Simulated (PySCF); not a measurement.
Calculation: PBE-D3(BJ)/def2-TZVP // PBE0-D3(BJ)/def2-TZVP run with PySCF. Gas-phase values, no solvent. One relaxed conformer stands for a flexible species; it need not be the lowest. Excitations are Tamm–Dancoff values on a coarser integration grid. The basis has no diffuse functions, so Rydberg states are missing or too high.

Reference species (SMILES): `C=[SiH2]` (neutral, multiplicity 1).

- HOMO = -5.67 eV
- brightest of the four lowest singlets (TDA) = 5.63 eV

Changed species: `C=[SiH]O[SiH3]` (C–Si–O–Si torsion 1°) (X = siloxy; the reference has X = H).

Q: Give the shifts of the HOMO and brightest of the four lowest singlets (TDA).

A: the HOMO rises by 0.41 eV, to -5.26 eV; the brightest of the four lowest singlets (TDA) decreases by 0.08 eV, to 5.55 eV.
